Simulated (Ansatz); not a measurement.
A geometry relaxed with B3LYP-D3(BJ)/def2-TZVP (Ansatz, an electronic-structure program), charge 0, multiplicity 1:

```xyz
8

Si     1.3979    -0.6215     0.8525
H      1.4030    -0.7327     2.3277
N      0.1569    -0.2558    -0.0487
C     -1.1646     0.0791    -0.1049
H      2.6995    -0.8804     0.2213
H     -1.8271    -0.7725    -0.2808
H     -0.9738     1.9481     0.1109
N     -1.6917     1.2356    -0.0354
```

Question: Write the SMILES of this molecule.

Answer: `[H]/N=C\N=[SiH2]`
